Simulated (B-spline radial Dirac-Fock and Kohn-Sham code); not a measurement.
Elastic and transport cross sections of zinc for electrons

Model: relativistic (Dirac) partial waves in the static field of the Dirac-Fock atom with Furness-McCarthy exchange, without polarisation or absorption potentials. Program: a radial B-spline solver. σ_tr1 and σ_tr2 weight the cross section with 1 − P₁ and 1 − P₂ of cos θ; "backward" is the share scattered beyond 90°.

```
energy (eV)  σ (a₀²)  σ_tr1 (a₀²)  σ_tr2 (a₀²)  σ/σ_tr1  backward (%)
       1320     4.51        0.835         1.05     5.40           7.1
       1410     4.35        0.764        0.987     5.69           6.6
       1500     4.21        0.702        0.931     5.99           6.2
       1990     3.59        0.473        0.700     7.59           4.5
       2000     3.58        0.470        0.696     7.62           4.5
       2010     3.57        0.467        0.693     7.65           4.4
       2130     3.45        0.430        0.651     8.04           4.1
       2570     3.10        0.328        0.527     9.46           3.3
       3000     2.83        0.261        0.439     10.8           2.7
       3170     2.74        0.240        0.410     11.4           2.5
       3770     2.46        0.185        0.331     13.3           2.0
       5000     2.06        0.120        0.229     17.1           1.4
       5300     1.98        0.110        0.211     18.0           1.3
       5490        ?            ?            ?        ?             ?
       6460     1.74       0.0806        0.161     21.6          0.96
       7810     1.53       0.0597        0.123     25.7          0.74
       9330     1.35       0.0449       0.0949     30.2          0.58
       9630     1.32       0.0426       0.0905     31.1          0.56
```

Q: Fill in the row for 5.49 keV.

A: σ = 1.94 a₀², σ_tr1 = 0.104 a₀², σ_tr2 = 0.201 a₀², σ/σ_tr1 = 18.6, backward 1.2 %. The ratio σ/σ_tr1 is roughly the number of elastic collisions that randomise the direction.

Values without a named source are computed, but for edge energies of neutral atoms, which are taken from tables.
